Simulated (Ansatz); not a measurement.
`C[Si]1([SiH3])CC1` at its PBE0-D4/def2-TZVP geometry, where that method's forces vanish. The species carries charge 0 and has multiplicity 1.

```csv
atom,x (Å),y (Å),z (Å)
C1,0.804,-1.025,-1.582
Si2,0.052,-0.079,-0.156
Si3,-1.766,1.303,-0.560
C4,1.144,0.377,1.276
C5,0.190,-0.797,1.551
H6,1.168,-0.347,-2.357
H7,1.647,-1.620,-1.224
H8,0.076,-1.701,-2.036
H9,-1.436,2.381,-1.533
H10,-2.928,0.545,-1.101
H11,-2.166,1.932,0.728
H12,0.958,1.291,1.830
H13,2.200,0.134,1.219
H14,-0.595,-0.622,2.279
H15,0.652,-1.774,1.666
```

Task: For each bond, give half the difference of the two atoms' forces along it (eV/Å; positive pushes the atoms apart) under PBE-D4, r2SCAN-D4, B3LYP-D4, ωB97M-V in def2-TZVPP. (Estimate.)

Result: Computed: 
```csv
bond,length (Å),PBE-D4,r2SCAN-D4,B3LYP-D4,ωB97M-V
C1–Si2,1.869,-0.04,0.00,0.06,0.05
C1–H6,1.092,0.11,-0.01,-0.04,-0.05
C1–H7,1.092,0.11,-0.01,-0.04,-0.04
C1–H8,1.092,0.11,-0.01,-0.04,-0.05
Si2–Si3,2.319,-0.19,-0.05,0.02,0.06
Si2–C4,1.857,0.21,0.11,0.13,0.03
Si2–C5,1.857,0.21,0.11,0.13,0.02
Si3–H9,1.489,0.10,-0.01,-0.07,-0.11
Si3–H10,1.489,0.10,-0.01,-0.07,-0.11
Si3–H11,1.488,0.10,-0.01,-0.07,-0.11
C4–C5,1.538,0.08,0.16,0.28,0.24
C4–H12,1.085,0.07,-0.06,-0.11,-0.09
C4–H13,1.086,0.07,-0.05,-0.11,-0.09
C5–H15,1.086,0.08,-0.05,-0.11,-0.09
```

B3LYP here is the variant with VWN-RPA as its local correlation; programs differ in this.
